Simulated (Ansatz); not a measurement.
The cluster Ge₃Se₄, relaxed as a singlet with RKS PBE-D4/def2-SVP in Ansatz, starting from the GFN2-xTB geometry. Force threshold 0.02 eV/Å.

Another isomer (singlet) lies 0.55 eV lower at PBE0-D4/def2-TZVP; other spin states weren't run for this one.

Start:

```xyz
7

Ge   -1.9989    0.6566   -0.4910
Ge    1.4182    0.2971    0.5270
Ge    1.0740   -2.3414   -1.3658
Se    0.2310   -0.0311   -1.7993
Se    1.4416   -2.1578    0.9467
Se   -1.3165    2.7492    0.4512
Se   -0.8494    0.8274    1.7313
```

Question: Estimate the energy that the relaxation releases and the steps that it takes.

Answer: 1.8 kcal/mol, in 6 steps; 22 s on 4 threads of Intel Xeon Platinum 8175M on a shared host. No frequencies were taken in this run, so the end may be a saddle point.

Question: Does the start keep its bonding?

Answer: By distances, no bond broke or formed. The bond that changes most is Ge1–Se6, from 2.39 to 2.48 Å (atoms count from 1).

Question: Predict the relaxed structure.

Answer: 
```xyz
7

Ge   -1.9611    0.5590   -0.5312
Ge    1.4165    0.3873    0.5149
Ge    0.9678   -2.3550   -1.3491
Se    0.2697    0.0257   -1.7989
Se    1.3954   -2.0862    0.9603
Se   -1.2644    2.7198    0.4560
Se   -0.8240    0.7494    1.7479
```
Bond lengths: 8 × Ge–Se 2.36 to 2.62 Å; 1 × Se–Se 2.40 Å.
